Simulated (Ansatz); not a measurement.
Ansatz results at the PBE0-D4/def2-TZVP geometry: size of the dipole moment (B3LYP/def2-TZVPP) 1.11 D; size of the dipole moment (ωB97M-V/def2-TZVPP) 1.16 D; zero-point energy (PBE0-D4/def2-TZVP) 168.9 kJ/mol.

Each molecule was computed in one conformer, which needn't be the lowest.

(1) Which molecule gave them?
A. `[NH2][SnH][F]`•
B. `[CH2][SiH2]O`•
C. `[CH3][Al][O][SiH3]`•
D. `CC[Se]`•

Results:

(1) C. The others give `CC[Se]`•: 1.67, 1.64, 169.5; `[CH2][SiH2]O`•: 1.71, 1.75, 141.9; `[NH2][SnH][F]`•: 3.33, 3.32, 85.5.

B3LYP here is the variant with VWN-RPA as its local correlation; programs differ in this.
